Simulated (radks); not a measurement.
Fractional charge and spin in the 4p shell of ruthenium: the spin-up occupation runs from 2 to 3 and the spin-down occupation from 2 to 3; the fullest corner is Ru3+, [Ar] 3d10 4s2 4d(up 2.5, down 2.5) 4p(up 3, down 3). Method: scalar-relativistic Kohn-Sham, PBEsol, spin-polarised, spherical densities, finite nucleus; Fermi nuclear charge, rms radius of each element as measured or else 0.836 A^(1/3) + 0.57 fm; computed with a radial shooting solver on a logarithmic mesh with Libxc functionals. Energy (eV) minus the two flat planes that join the four corners (they meet along the diagonal where the two added fractions sum to one electron); zero is where a piecewise linear energy would lie.

down \ up       2    2.25     2.5    2.75       3
2           0.000  -1.661  -2.206  -1.648   0.000
2.25       -1.661  -2.135  -1.507   0.208  -1.566
2.5        -2.206  -1.507   0.277  -1.429  -2.077
2.75       -1.648   0.208  -1.429  -2.010  -1.550
3           0.000  -1.566  -2.077  -1.550   0.000

Corners above the fullest one (they belong to Ru4+ and the next ion): (up 3, down 2) 88.856 eV, (up 2, down 3) 88.856 eV, (up 2, down 2) 195.97 eV. With half an added electron in each spin the energy lies 0.277 eV from the planes, and with half an added electron in spin up alone -2.206 eV. The planes are only a guide here: the flat-plane condition holds for ground states with one frontier orbital, while this shell lies below other occupied shells, so the corners above the fullest one are inner-hole states and not the ground states of those ions.
